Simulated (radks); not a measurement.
Si II, configuration [He] 2s2 2p5 3s2 3p1 3d1 (not the ground configuration).

Calculated with a radial shooting solver on a logarithmic mesh with Libxc functionals: scalar-relativistic Kohn-Sham, r2SCAN, spin-polarised, spherical densities, finite nucleus; open shells are filled with parallel spins first; meta-GGA in the generalised Kohn-Sham scheme; Fermi nuclear charge, rms radius 3.1224 fm.

Energy parts (eV):
| part | energy |
|---|---|
| total | -7769.200 |
| kinetic | 7789.880 |
| electron-nucleus | -18232.530 |
| Hartree | 3206.171 |
| exchange-correlation | -532.721 |

Orbitals (lengths in bohr, moments of r in powers of bohr; <r^-3> diverges for s and p1/2; r(90%) holds 90 % of the orbital's charge):
orbital	occ.	eigenvalue (eV)	r(90%)	<r^-3>	<r^4>
1s up	1	-1841.990	0.199	-	0.0007222
1s down	1	-1839.619	0.198	-	0.0007174
2s up	1	-177.1831	0.859	-	0.2328
2s down	1	-172.9760	0.864	-	0.2382
2p up	3	-132.8254	0.849	52.55	0.2287
2p down	2	-127.8651	0.858	51.68	0.2387
3s up	1	-25.5997	2.79	-	25.58
3s down	1	-23.0932	2.81	-	26.37
3p up	1	-16.7203	3.23	4.293	46.13
3p down	0	-14.1970	3.22	4.327	45.14
3d up	1	-5.5767	5.21	0.1703	307.7

The highest occupied level is 3d up at -5.577 eV. The configuration is held as typed, so some empty levels lie below it. Summed over all electrons, <r^2> = 28.02 bohr^2, which gives a Langevin (diamagnetic) susceptibility term of -22.2 x 10^-6 cm^3/mol. The density falls to 0.001 e/bohr^3 at r = 4.18 bohr.
